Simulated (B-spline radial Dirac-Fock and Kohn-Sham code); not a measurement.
**EELS cross sections of the Tc N1 (4s) edge**

System: atomic technetium, configuration 1s2 2s2 2p6 3s2 3p6 3d10 4s2 4p6 4d5 5s2. Model: the first Born approximation with generalised oscillator strengths from a Dirac-Hartree-Slater potential (longitudinal and transverse terms; continuum final states only, so no white lines or fine structure). Program: a radial B-spline solver. The edge is taken at 69.50 eV (tabulated value).

Partial cross sections σ(β, Δ) in barn, integrated over a window Δ above the edge and up to the collection semi-angle β, for parallel illumination:

```
E₀ (kV)  β (mrad)  Δ = 25 eV  Δ = 50 eV  Δ = 100 eV  Δ = 200 eV  Δ = 300 eV
     60         5       2470       4150        6050        7420        7830
     60        10       3400       5720        8490       10700       11400
     80         5       2220       3750        5540        6870        7290
     80        10       3010       5060        7530        9540       10300
     80        20       4860       7910       11100       13900       14900
    100        10       2770       4640        6900        8770        9450
    120         5       1920       3260        4860        6120        6540
    120        20       4530       7430       10200       12600       13500
    120        50          ?          ?           ?           ?           ?
    120       100       6620      12000       17600       22600       25000
    200         5       1650       2810        4220        5370        5790
    200       100       4830       8740       12800       16500       18300
    300        10       2390       3930        5560        6980        7540
    300       100       3950       7140       10500       13500       15000
```

Q: Give the row for 120 kV and 50 mrad.

A: 6610 b for 25 eV, 11900 b for 50 eV, 17500 b for 100 eV, 22100 b for 200 eV, 24100 b for 300 eV.

Values without a named source are computed, but for edge energies of neutral atoms, which are taken from tables.
